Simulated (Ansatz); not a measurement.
Reaction (ligand exchange at the Si–S bond): `FC[SiH2]S` + HBr → `FC[SiH2]Br` + H₂S

Calculated with Ansatz (gas phase, PBE0-D4/def2-TZVP geometries, no zero-point term in ΔE). CBS: MP2 limit from def2 TZ/QZ plus the TZ coupled-cluster correction, frozen cores. This one scheme is used for every species. Functionals use def2-TZVPP. HSE06 is defined as in plane-wave codes. For Br outer-core shells are correlated without core-valence functions, which leaves a few kJ/mol of doubt a bond. Scalar relativity is left out up to krypton. One conformer a species, not always the lowest.

Task: Is it downhill or uphill in electronic energy at CCSD(T)/CBS, and by how much? (Best estimate.)

Result: Ansatz gave: Downhill: ΔE = -9.0 kcal/mol.

Task: What do these levels give: PBE-D4, revPBE-D4, r2SCANh-D4, ωB97M-V, B2PLYP, PBE-QIDH, HSE06, BHLYP, CAM-B3LYP, CCSD(T)/def2-TZVPP, HF/def2-QZVPP, MP2/CBS(def2)? (Best estimate.)

Result: Computed: PBE-D4 -7.3, revPBE-D4 -7.0, r2SCANh-D4 -8.3, ωB97M-V -8.7, B2PLYP -8.8, PBE-QIDH -8.7, HSE06 -8.3, BHLYP -9.5, CAM-B3LYP -8.7, CCSD(T)/def2-TZVPP -8.3, HF/def2-QZVPP -11.0, MP2/CBS(def2) -9.4 kcal/mol.

Largest T1 diagnostic among the species: 0.011.

At CCSD(T), def2-SVP lies +1.1 kcal/mol from the extrapolated value and def2-TZVPP +0.7 kcal/mol. Leaving LDA and LC-ωPBE aside and taking each functional with its dispersion term where it has one, the values, not all of them listed here, spread over 2.3 kcal/mol, from BHLYP-D4 to revPBE-D4. LDA lies +0.8 kcal/mol from PBE without D4. In def2-TZVPP, CCSD(T) changes the Hartree–Fock value by +2.6 kcal/mol (the triples alone add +0.4 kcal/mol) and MP2 by +2.2 kcal/mol.
